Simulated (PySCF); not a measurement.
C₅H₉NO, singlet, geometry from GFN2-xTB, with bond 8-1 at 1.4 times its length; CASCI(4,5)+NEVPT2/STO-3G (PySCF).

Here is a job for PySCF.
```python
from pyscf import gto, scf, mcscf, mrpt
import numpy

mol = gto.Mole()
mol.atom = '''
    C     2.10720116   -0.10500977    0.05273877
    N     0.69276021    0.08947286   -0.09242772
    C     0.15077380    0.97968380   -1.09018834
    C    -1.32723111    1.09733761   -0.70103886
    C    -1.60250405   -0.19760898    0.06144314
    C    -0.23576700   -0.62387155    0.57996320
    O    -0.00359619   -1.45538346    1.42832844
    H     2.79406605    1.20793077    0.43355234
    H     2.54615740   -0.47875341   -0.87659786
    H     2.25859904   -0.83746840    0.84410616
    H     0.27239489    0.54826087   -2.09368463
    H     0.67052159    1.94185866   -1.06669640
    H    -1.46931648    1.95440456   -0.04213967
    H    -1.97029220    1.22158077   -1.56994632
    H    -2.31015770   -0.08197437    0.87954577
    H    -1.97111413   -0.98714254   -0.59647635
'''
mol.basis = 'sto-3g'
mol.verbose = 4
mol.build()

mf = scf.RHF(mol)
mf.kernel()
mc = mcscf.CASCI(mf, 5, 4)
mc.fix_spin_(ss=0.0)
mc.kernel()
occ = numpy.linalg.eigvalsh(mc.fcisolver.make_rdm1(mc.ci, mc.ncas, mc.nelecas))[::-1]
ss = mc.fcisolver.spin_square(mc.ci, mc.ncas, mc.nelecas)[0]
print('natural occupations', occ.round(4), ' <S^2>', round(ss, 4))
e2 = mrpt.NEVPT(mc).kernel()
print('E(NEVPT2) = %.10f' % (mc.e_tot + e2))
```

Question: What does PySCF print? Leave out banner, timings and long lists.

Answer: 
```
PySCF version 2.14.0

[INPUT] verbose = 4
[INPUT] num. atoms = 16
[INPUT] num. electrons = 54
[INPUT] charge = 0
[INPUT] spin (= nelec alpha-beta = 2S) = 0
[INPUT] symmetry False subgroup None
[INPUT] Mole.unit = angstrom
[INPUT] Symbol           X                Y                Z      unit          X                Y                Z       unit  Magmom
[...]
nuclear repulsion = 315.734288718288
number of shells = 30
number of NR pGTOs = 132
number of NR cGTOs = 44
basis = sto-3g
ecp = {}

******** <class 'pyscf.scf.hf.RHF'> ********
method = RHF
initial guess = minao
damping factor = 0
level_shift factor = 0
DIIS = <class 'pyscf.scf.diis.CDIIS'>
diis_start_cycle = 1
diis_space = 8
diis_damp = 0
SCF conv_tol = 1e-09
SCF conv_tol_grad = None
SCF max_cycles = 50
direct_scf = True
direct_scf_tol = 1e-13
Set gradient conv threshold to 3.16228e-05
Initial guess from minao.
init E= -321.529941689136
[...]
cycle= 1 E= -319.599715055112  delta_E= 1.93  |g|= 0.676  |ddm|= 5.05
[...]
cycle= 2 E= -319.711903986716  delta_E= -0.112  |g|= 0.518  |ddm|= 1.52
[...]
cycle= 3 E= -319.779835261272  delta_E= -0.0679  |g|= 0.0568  |ddm|= 0.622
[...]
cycle= 4 E= -319.78221444109  delta_E= -0.00238  |g|= 0.0234  |ddm|= 0.151
[...]
cycle= 5 E= -319.782541116858  delta_E= -0.000327  |g|= 0.00933  |ddm|= 0.0531
[...]
cycle= 6 E= -319.782617507005  delta_E= -7.64e-05  |g|= 0.00256  |ddm|= 0.0334
[...]
cycle= 7 E= -319.782621485479  delta_E= -3.98e-06  |g|= 0.000673  |ddm|= 0.0074
[...]
cycle= 8 E= -319.78262175061  delta_E= -2.65e-07  |g|= 0.000124  |ddm|= 0.00201
[...]
cycle= 9 E= -319.782621760549  delta_E= -9.94e-09  |g|= 3.05e-05  |ddm|= 0.000324
[...]
cycle= 10 E= -319.782621761225  delta_E= -6.77e-10  |g|= 9.77e-06  |ddm|= 7.85e-05
[...]
Extra cycle  E= -319.782621761307  delta_E= -8.16e-11  |g|= 5.29e-06  |ddm|= 2.13e-05
converged SCF energy = -319.782621761307

******** <class 'pyscf.mcscf.casci.CASCI'> ********
CAS (2e+2e, 5o), ncore = 25, nvir = 14
natorb = False
canonicalization = True
sorting_mo_energy = False
******** <class 'pyscf.fci.addons.SpinPenaltyFCISolver'> ********
max. cycles = 200
conv_tol = 1e-08
davidson only = True
linear dependence = 1e-12
level shift = 0.001
max iter space = 12
nroots = 1
pspace_size = 400
spin = None
Density matrix diagonal elements [1.99746462e+00 1.97749713e+00 1.71117870e-02 6.80162627e-03
 1.12484147e-03]
CASCI converged
CASCI E = -319.793945894640  E(CI) = -3.53084760197180  S^2 = 0.0000000
[...]
3 C 2px          0.01085  -0.04597   0.05831  -0.11168  -0.21725
3 C 2py          0.08332  -0.00746   0.03381   0.07429   0.20090
3 C 2pz         -0.07946   0.03432  -0.01907  -0.03043  -0.11184
4 C 1s          -0.00107   0.00009   0.00010  -0.00066  -0.00093
4 C 2s           0.07992  -0.00841  -0.00367   0.04358   0.06659
4 C 2px          0.29136  -0.01846  -0.00427  -0.08751  -0.25553
4 C 2py         -0.13166   0.01466   0.05033   0.05955   0.20578
4 C 2pz          0.16102   0.00034   0.04404  -0.04376  -0.15991
5 C 1s           0.00016   0.00007  -0.00006   0.00015  -0.00145
5 C 2s           0.05075  -0.00527   0.00493   0.00532   0.12755
5 C 2px         -0.12923  -0.00144  -0.00494  -0.14914  -0.23689
5 C 2py          0.03128  -0.07403   0.51209   0.02221   0.04817
5 C 2pz         -0.01498  -0.06183   0.49710   0.05266  -0.07020
6 O 1s           0.00011   0.00000  -0.00001  -0.00003  -0.00022
6 O 2s           0.00338  -0.00139   0.00023   0.00155   0.02080
6 O 2px          0.83038  -0.05493   0.00503   0.05547   0.08158
6 O 2py          0.09381  -0.39465  -0.40865  -0.03265   0.04715
6 O 2pz         -0.08741  -0.37347  -0.40383  -0.05732  -0.02574
7 H 1s          -0.09084  -0.29628  -0.00354   0.65128  -0.25263
8 H 1s          -0.01657   0.17126  -0.07693   0.02365  -0.10746
9 H 1s           0.03190  -0.00045   0.00542   0.05626   0.09272
10 H 1s         -0.01272   0.17939  -0.07157   0.00925  -0.09013
11 H 1s         -0.05628  -0.12258   0.04112  -0.06412  -0.11672
12 H 1s          0.00983   0.01682  -0.00794  -0.03691  -0.06885
13 H 1s          0.08702  -0.00071   0.02818  -0.08738  -0.23453
14 H 1s         -0.03600  -0.00152  -0.10999  -0.08063  -0.12015
15 H 1s         -0.04814  -0.00586   0.17432  -0.02935  -0.07588
<CAS-nat-orb|mo-hf>  26     26       0.98587645
<CAS-nat-orb|mo-hf>  27     27       0.98581297
<CAS-nat-orb|mo-hf>  28     28       0.86284852
<CAS-nat-orb|mo-hf>  28     29      -0.50350546
<CAS-nat-orb|mo-hf>  29     28       0.47038992
<CAS-nat-orb|mo-hf>  29     29       0.77013137
<CAS-nat-orb|mo-hf>  29     30       0.43082269
<CAS-nat-orb|mo-hf>  30     30       0.90143322
Sr    (-1)',   E = -0.00713290591403
Si    (+1)',   E = -0.01728809491806
Sijrs (0)  ,   E = -0.19539743653952
Sijr  (+1) ,   E = -0.07153690194460
Srsi  (-1) ,   E = -0.02009892530846
Srs   (-2) ,   E = -0.00231795104263
Sij   (+2) ,   E = -0.02499172933045
Sir   (0)' ,   E = -0.02548909599072
Nevpt2 Energy = -0.364253040988460
E(NEVPT2) = -320.1581989356
```
